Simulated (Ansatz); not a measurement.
Ansatz (a program for electronic structure) job for W(O)(NH)(Cl)2 (Cl2HNOW), SMILES [NH]=[W](=[O])([Cl])[Cl], multiplicity 1, CAM-B3LYP/def2-SVPD. The structure is a stationary point at PBE-D3(BJ)/def2-SVP. The spin state was assumed, not searched. The structure was generated by enumeration; whether it is a known compound was not checked. The def2 effective core potentials stand for the cores of W; spin–orbit coupling is left out.

Ansatz 0.2 input:
```yaml
crystal:
  periodic: [false, false, false]
  atoms:
    - {symbol: W, position_ang: [0.02429563, -0.19048586, -0.00000000]}
    - {symbol: O, position_ang: [1.45720022, -1.13289611, 0.00000000]}
    - {symbol: N, position_ang: [-1.34373240, -1.29809563, 0.00000000]}
    - {symbol: H, position_ang: [-1.65599329, -2.27620052, 0.00000001]}
    - {symbol: Cl, position_ang: [-0.07039290, 1.01535272, -1.94841277]}
    - {symbol: Cl, position_ang: [-0.07039290, 1.01535272, 1.94841277]}
basis:
  gaussian:
    orbitals: def2-SVPD
hamiltonian:
  xc: {name: CAM-B3LYP}
```

It prints:

```
WARN ansatz: RAYON_NUM_THREADS=1 ignored (pool sized by the plan → 1); use --threads N
Functional definition: CAM-B3LYP
integrals: 0.11 GiB planned
1332 factors; their error is unknown
integrals: 0.13 GiB planned
425 factors; integrals over basis functions are off by at most 2.0e-5 eV
mean field: 0.89 GiB planned
mean field evaluation 1: about -30399.9339 eV, gradient 9.3e1 eV
mean field evaluation 2: about -30236.1219 eV, gradient 2.9e2 eV
mean field evaluation 4: about -30415.2657 eV, gradient 2.9e1 eV
mean field evaluation 8: about -30416.8875 eV, gradient 2.3e-1 eV
mean field evaluation 16: about -30417.0275 eV, gradient 3.0e-4 eV
mean field -30417.02747834 eV, -1117.8051424274 hartree, gradient 6.9e-5 eV, S^2 0.000000; 0 other end points of the search recorded, 0 dependent functions left out
reference -30417.02761392 eV, -1117.8051474099 hartree; 32, 32 occupied and 108, 108 virtual orbitals, 1332 factors
Total energy: -30417.02761392 eV, -1117.8051474099 hartree
```

Self-consistency was reached.
